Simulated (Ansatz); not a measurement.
This geometry of BF2H3O (7 atoms, charge 0, multiplicity 1) is a first-order saddle point.

These are results of RKS PBE0-D4/def2-SVP (Ansatz 0.2.0), not measurements.

```xyz
7
Properties=species:S:1:pos:R:3
B 0.022 0.295 0.071
F -0.337 -0.329 1.569
F 1.258 -0.109 -0.249
H -0.904 0.046 -0.654
O 0.004 1.628 0.742
H 0.896 2.000 0.777
H -0.225 0.767 1.666
```

Q: Which two structures does it join? (They come from a converged band through this point; their orientation in space is the band's.)

A: Bonds broken: B1–F2, O5–H7. Bonds formed: F2–H7. BF2H3O becomes BFH2O + FH.

Initial state:

```xyz
7
Properties=species:S:1:pos:R:3
B -0.026 -0.001 0.160
F -0.232 -0.730 1.289
F 1.257 -0.014 -0.290
H -0.913 0.031 -0.662
O -0.058 1.619 0.863
H 0.852 1.935 0.751
H -0.169 1.456 1.812
```

Final state:

```xyz
7
Properties=species:S:1:pos:R:3
B 0.264 0.460 -0.371
F -0.890 -0.102 2.572
F 1.364 0.383 -1.104
H -0.689 -0.229 -0.607
O 0.219 1.348 0.654
H 1.035 1.854 0.764
H -0.590 0.582 2.016
```

Q: How far does it lie above each of them?

A: 0.92 eV above the first and 0.51 eV above the second. This is the barrier of this one path; another mechanism may lie lower. The orbitals stay closed-shell, which can raise the energy where a bond breaks towards radicals; this wasn't checked here.

Time of the run: 3.8 min on 1 thread of Arm Neoverse V1, on a shared host, peak memory 0.13 GiB.
